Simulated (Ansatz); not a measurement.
Species: sum formula H4SiO3F, net charge 1, singlet state. It need not be the lowest isomer of its formula. SMILES: O[Si]([OH2+])(O)F
Geometry from a B3LYP-D3(BJ)/def2-TZVP (Ansatz, a first-principles code) optimisation:
```
Si
F 1 1.5626
O 1 1.5827 2 114.83
H 3 0.9633 1 126.90 2 -2.77
O 1 1.5853 2 117.08 3 -144.82
H 5 0.9632 1 126.59 2 107.82
O 1 1.7966 2 99.82 3 113.73
H 7 0.9723 1 124.75 2 -36.81
H 7 0.9736 8 112.41 1 -159.39
```
Charge +1, spin multiplicity 1.

Parts of the frozen-core correlation energy in cc-pV(D+d)Z (Ansatz, hartree). Frozen orbitals: 9; correlated occupied orbitals by spin: 16 and 16; virtual: 74 and 74. No spin-orbit coupling. Non-relativistic.

| term | value |
|---|---|
| reference (HF) | -615.25175 |
| MP2 opposite-spin | -0.61487 |
| MP2 same-spin | -0.22509 |
| CCSD correlation | -0.85910 |
| (T) | -0.01624 |
| T1 diagnostic | 0.011 |
| largest doubles amplitude | 0.020 |
